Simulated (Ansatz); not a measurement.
Consider the ligand exchange at the Si–C bond: `CC(F)=C=C[SiH3]` + `[OH][Cd][F]` → `[F][Cd][O][SiH3]` + `C=C=C(C)F`.

Isolated molecules relaxed with PBE0-D4/def2-TZVP in Ansatz; ΔE leaves out vibrations. CBS: MP2 limit from def2 TZ/QZ plus the TZ coupled-cluster correction, frozen cores. DFT in def2-TZVPP. B3LYP here is the variant with VWN-RPA as its local correlation; programs differ in this. Elements past krypton have def2 core potentials. For Cd outer-core shells are correlated without core-valence functions, which leaves a few kJ/mol of doubt a bond. One conformer a species, not always the lowest.

```csv
level,ΔE (kJ/mol),difference from CCSD(T)/CBS
PBE-D4,-79.2,17.1
r2SCAN-D4,-93.2,3.1
PBE0-D4,-88.1,8.2
ωB97M-V,-98.1,-1.8
PBE,-80.7,15.6
r2SCAN,-93.9,2.4
PBE0,-89.5,6.8
B3LYP,-97.8,-1.5
HF/def2-TZVPP,-123.4,-27.1
SCS-MP2/def2-TZVPP,-104.0,-7.7
CCSD/def2-TZVPP,-103.9,-7.6
CCSD(T)/def2-TZVPP,-100.2,-3.9
MP2/def2-QZVPP,-96.7,-0.4
SCS-MP2/def2-QZVPP,-101.9,-5.6
HF/CBS(def2),-123.8,-27.5
MP2/CBS(def2),-94.9,1.4
CCSD(T)/CBS,-96.3,0
```

Largest T1 diagnostic among the species: 0.017.

From PBE to PBE0 (25 % exact exchange), in def2-TZVPP and without D4, ΔE moves by −8.8 kJ/mol. In def2-TZVPP, CCSD(T) changes the Hartree–Fock value by +23.2 kJ/mol (the triples alone add +3.7 kJ/mol) and MP2 by +24.6 kJ/mol.
